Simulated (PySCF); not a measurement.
F3Fe, SMILES [F][Fe-]([F])[F] (connectivity only; charge and spin as stated), charge -1, multiplicity 5. Atoms are numbered in the order given.

```xyz
4

Fe     0.0000     0.0000     0.0000
F      1.8482     0.0000     0.0000
F     -0.9241     1.6006     0.0000
F     -0.9241    -1.6006     0.0000
```
Charge -1, spin multiplicity 5.

Coordinates come from a r2SCAN-D4/def2-SVPD optimisation. The spin state was assumed, not searched.

Calculation: PBE/def2-TZVPD in PySCF.

Mulliken values depend strongly on the basis, most of all with diffuse functions as here. ESP charges are fitted to the potential on shells at 1.4 to 2.0 van der Waals radii. Atomic charges (e):

```csv
atom,Mulliken,ESP fit,meta-Löwdin,Mulliken spin
Fe1,1.15,0.53,1.18,3.60
F2,-0.72,-0.51,-0.73,0.13
F3,-0.72,-0.51,-0.73,0.13
F4,-0.72,-0.51,-0.73,0.13
```
